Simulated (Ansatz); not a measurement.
`[CH3][Al]([OH])[Br]` + `[SH][GeH]` → `[CH3][Al]([SH])[Br]` + `[OH][GeH]` at 298.15 K and 1 bar (redistribution).

Calculated with Ansatz (gas phase, PBE0-D4/def2-TZVP geometries, no zero-point term in ΔE). CCSD(T)/CBS is the MP2 limit (def2-TZVPP, def2-QZVPP) plus CCSD(T) − MP2 in def2-TZVPP, frozen cores. For Br, Ge outer-core shells are correlated without core-valence functions, which leaves a few kJ/mol of doubt a bond. Scalar relativity is left out up to krypton. One conformer a species, not always the lowest.

```csv
species,CCSD(T)/CBS energy (Eh),H − E (kJ/mol),S (J/(mol·K))
`[CH3][Al]([OH])[Br]`,-2931.11374,153.4,351.4
`[SH][GeH]`,-2475.08182,53.3,270.6
`[CH3][Al]([SH])[Br]`,-3253.69870,143.6,370.7
`[OH][GeH]`,-2152.47759,63.5,255.1
```

H − E and S are ideal-gas, rigid-rotor, harmonic terms from PBE0-D4/def2-TZVP, for one conformer and one mirror image of each species. 1 Eh = 2625.50 kJ/mol, R = 8.31446 J/(mol·K).

Question: By hand: ΔE, ΔH, ΔS and ΔG.

Answer: ΔE = (-3253.69870) + (-2152.47759) − (-2931.11374) − (-2475.08182) = 0.01927 Eh = 50.6 kJ/mol. Δ(H − E) = 143.6 + 63.5 − 153.4 − 53.3 = 0.4, so ΔH = 51.0 kJ/mol. ΔS = 370.7 + 255.1 − 351.4 − 270.6 = 3.8 J/(mol·K). ΔG = 51.0 − 298.15 × (3.8)/1000 = 49.9 kJ/mol.

Question: By hand: the equilibrium constant, and the temperature at which ΔG would vanish if ΔH and ΔS stayed fixed.

Answer: log₁₀ K = −ΔG/(RT ln 10) = -8.7. ΔG = 0 at ΔH/ΔS = 13421 K, far beyond where these terms or the molecules hold.

The number of gas molecules stays the same, so ΔS is small and ΔH decides. A doubt of 5 kJ/mol in ΔE shifts log₁₀ K by 0.9 here. Other conformers and mirror images would add mixing entropy, several J/(mol·K) or more a flexible species. Modes under 60 cm⁻¹, often nearly free rotors, make the harmonic entropy too high. These are equilibria of isolated gas molecules and say nothing of rates. Largest T1 diagnostic: 0.016 (customary marks: 0.02 for closed shells, 0.045 for open ones).
